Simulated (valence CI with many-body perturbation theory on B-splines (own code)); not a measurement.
# Assign the levels of Mn XXI

Calculated by relativistic CI+MBPT: three valence electrons over a frozen Dirac-Fock core [He], radial functions for each j: 11 s, 11 p, 9 d, 7 f, 5 g, 2 h, 1 i, with the one-electron correlation potential Σ1, the two-electron term Σ2, the three-electron term Σ3, Breit, model QED; selected CI, second order for the rest (own B-spline code, finite nucleus).

No measured spectrum was set against this ion. As an estimate, levels of excited configurations hold to 0.05 to 0.15 % of their energy, terms of the ground configuration to about 0.5 %.

```tsv
No.	J	Parity	E (eV)	g
1	1/2	odd	0.00	0.661
2	3/2	odd	12.33	1.330
3	1/2	even	47.02	2.641
4	3/2	even	52.64	1.727
5	5/2	even	58.32	1.579
6	3/2	even	85.24	0.819
7	5/2	even	87.32	1.215
10	3/2	even	114.69	1.312
11	3/2	odd	145.96	1.944
12	3/2	odd	162.53	0.902
13	5/2	odd	165.52	1.197
14	1/2	odd	182.60	0.661
15	3/2	odd	188.17	1.279
16	1/2	even	919.81	2.000
```

Energies count from the lowest level. Strongly mixed levels and levels close to another of their J and parity are left out, so the numbers can have gaps.

(1) Give configuration and LS term of each level.

## Answers

(1) 1: 2s²2p ²P°; 2: 2s²2p ²P°; 3: 2s2p² ⁴P; 4: 2s2p² ⁴P; 5: 2s2p² ⁴P; 6: 2s2p² ²D; 7: 2s2p² ²D; 10: 2s2p² ²P; 11: 2p³ ⁴S°; 12: 2p³ ²D°; 13: 2p³ ²D°; 14: 2p³ ²P°; 15: 2p³ ²P°; 16: 2s²3s ²S.
